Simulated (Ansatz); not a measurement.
One change: `C[O][GeH]([CH3])[SiH3]` becomes `[CH3][GeH]([F])[SiH3]`.

Ansatz, PBE0-D4/def2-TZVP geometries, multiplicity 1. Each molecule was computed in one conformer, which needn't be the lowest.

Scalar relativity is left out up to krypton.

```json
{"property": "HOMO–LUMO gap (PBE/def2-TZVPP) / eV", "`C[O][GeH]([CH3])[SiH3]`": "5.06"}
{"property": "zero-point energy (PBE0-D4/def2-TZVP) / kJ/mol", "`C[O][GeH]([CH3])[SiH3]`": "291.6"}
{"property": "ideal-gas entropy at 298 K and 1 bar (rigid rotor, harmonic PBE0-D4/def2-TZVP) / J/(mol·K)", "`C[O][GeH]([CH3])[SiH3]`": "416"}
{"property": "LUMO energy (B3LYP/def2-TZVPP) / eV", "`C[O][GeH]([CH3])[SiH3]`": "-0.17"}
{"property": "HOMO energy (PBE/def2-TZVPP) / eV", "`C[O][GeH]([CH3])[SiH3]`": "-5.89"}
{"property": "HOMO–LUMO gap (ωB97M-V/def2-TZVPP) / eV", "`C[O][GeH]([CH3])[SiH3]`": "11.26"}
```

(1) Give the same properties after the change, and the shifts. (An estimate is asked.)

Answers

(1) Computed: 
```csv
property,`[CH3][GeH]([F])[SiH3]`,shift
HOMO–LUMO gap (PBE/def2-TZVPP) / eV,5.79,0.73
zero-point energy (PBE0-D4/def2-TZVP) / kJ/mol,187.8,-103.8
"ideal-gas entropy at 298 K and 1 bar (rigid rotor, harmonic PBE0-D4/def2-TZVP) / J/(mol·K)",367,-49
LUMO energy (B3LYP/def2-TZVPP) / eV,-0.48,-0.31
HOMO energy (PBE/def2-TZVPP) / eV,-6.92,-1.03
HOMO–LUMO gap (ωB97M-V/def2-TZVPP) / eV,11.73,0.47
```

With PBE0 the HOMO falls by 0.85 eV and the LUMO falls by 0.30 eV, so the gap widens by about 0.55 eV. PBE moves the HOMO by -1.03 eV and ωB97M-V by -0.72 eV. The zero-point energy changes by -103.8 kJ/mol with -12 modes. Modes under 60 cm⁻¹, often nearly free rotors, make the harmonic entropy too high.

B3LYP here is the variant with VWN-RPA as its local correlation; programs differ in this.
